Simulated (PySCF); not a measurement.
# Electron correlation in Er²⁺ (erbium, charge +2)

[Xe] 4f11 6s1, one real determinant (an excited configuration). All numbers are calculated (PySCF 2.14, scalar relativity by spin-free X2C-1e, in cc-pVDZ-X2C (8s7p5d3f1g, 84 functions)). Frozen: [Ar] 3d10; 38 electrons correlated.

MP2 pair energies summed by pair of shells (mhartree):

| pair | energy | share (%) |
| --- | --- | --- |
| 4f-4f | -318.80 | 29.5 |
| 4d-4f | -179.40 | 16.6 |
| 4f-5p | -178.62 | 16.5 |
| 5p-5p | -116.61 | 10.8 |
| 4d-4d | -48.43 | 4.5 |
| 4d-5p | -43.51 | 4.0 |
| 4f-5s | -36.77 | 3.4 |
| 4p-4f | -32.65 | 3.0 |
| 5s-5p | -27.67 | 2.6 |
| 4p-4d | -22.04 | 2.0 |
| 5p-6s | -19.18 | 1.8 |
| 4d-5s | -15.16 | 1.4 |
| 4f-6s | -7.90 | 0.7 |
| 4s-4f | -6.86 | 0.6 |
| 5s-5s | -5.56 | 0.5 |
| 4p-4p | -5.12 | 0.5 |
| 4p-5p | -4.60 | 0.4 |
| 4s-4d | -4.31 | 0.4 |
| 4s-4p | -2.28 | 0.2 |
| 4p-5s | -2.20 | 0.2 |
| 4d-6s | -1.29 | 0.1 |
| 5s-6s | -0.97 | 0.1 |
| 4s-4s | -0.45 | 0.0 |
| 4s-5p | -0.40 | 0.0 |
| 4s-5s | -0.21 | 0.0 |
| 4p-6s | -0.11 | 0.0 |
| 4s-6s | -0.01 | 0.0 |

Total MP2 correlation energy: -1081.1 mhartree.

Same-spin part -421.77 and opposite-spin part -659.35 mhartree; SCS-MP2 scales them by 1/3 and 6/5 to -931.81 mhartree.

The reference is one real determinant that mixes LS terms of this configuration.

This basis was not built for core-valence correlation, so the inner-shell part is incomplete.
